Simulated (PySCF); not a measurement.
HO2Si, SMILES [O][Si]O (connectivity only; charge and spin as stated), neutral, multiplicity 2.

Geometry: r2SCAN-D4/def2-TZVP. The values are those of a single conformer.

Two levels are set side by side: PBE/def2-TZVPD (PySCF) and r2SCAN/def2-TZVPD (PySCF). Same geometry, gas phase. Differences are taken from unrounded values.

| quantity | r2SCAN | PBE | PBE minus r2SCAN |
|---|---|---|---|
| α-spin orbital gap (eV) | 4.28 | 3.86 | -0.42 |
| β-spin orbital gap (eV) | 3.22 | 2.55 | -0.67 |
| dipole moment (D) | 4.63 | 4.43 | -0.20 |
| mean polarisability (bohr³) | 36.9 | 38.4 | 1.5 |

Rough cost on one machine, each run with all the roots and properties that it gave: r2SCAN against PBE about 2 times.
